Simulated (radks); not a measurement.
Numerical settings for the dysprosium ion Dy+, [Xe] 4f10 6s1. Method: Dirac Kohn-Sham, PBE, spin-unpolarised, spherical densities, finite nucleus; open shells fill j = l - 1/2 first; Fermi nuclear charge, rms radius 5.2218 fm; computed with a radial shooting solver on a logarithmic mesh with Libxc functionals. The defaults (mesh step 0.008 in ln r, mesh end at 40 bohr or more with all orbitals vanishing there, Anderson mixing 0.5 over 9 steps, residual threshold near 1e-9 with the energy settled to 1e-9 hartree or 1e-11 of itself, here a cap of 69 iterations) give E = -12166.9685 hartree and 6s1/2 at -8.839 eV in 17 iterations. Run on one thread of a shared host, so times are rough (Arm Neoverse V2): 0.16 s of CPU time, 0.16 s wall, 17 iterations on 2360 mesh points. One setting is changed at a time: mesh step in ln r 0.12; mesh step in ln r 0.08; mesh step in ln r 0.005; mesh end (bohr) 2; mesh end (bohr) 3; residual threshold 0.001; residual threshold 0.01; mixing 0.05; linear mixing, mixing 0.5; linear mixing, mixing 0.2; mixing history 2; iteration cap 5. Which runs fail to converge, and which converge to a wrong energy?

Answer. Not converged within the cap: mesh step in ln r 0.12; mesh step in ln r 0.08; linear mixing, mixing 0.5; linear mixing, mixing 0.2; iteration cap 5. Settled on a wrong energy, with an occupied level pushed above zero by the early mesh end: mesh end (bohr) 2 (+14 hartree); mesh end (bohr) 3 (+1.83 hartree). Apart from these: no run marked as converged misses the energy by more than 1 mhartree.
